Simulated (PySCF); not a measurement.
A calculated (r2SCAN, PySCF 2.14, dyall-acv3z, scalar relativity by spin-free X2C-1e) atom or ion has these occupied shells.

```tsv
shell	electrons	orbital energy (eV)	rms radius, mean of both spins (bohr)
1s α	1	-1543.4	0.139
1s β	1	-1543.2	0.139
2s α	1	-133.69	0.681
2s β	1	-133.61	0.681
2p α	3	-93.413	0.673
2p β	3	-93.239	0.673
3p α	1	-18.895	2.71
```

(1) Name the element and its charge.

Answers

(1) Al²⁺ (aluminium, charge +2), in [Ne] 3p1, 2P determinant (an excited configuration).
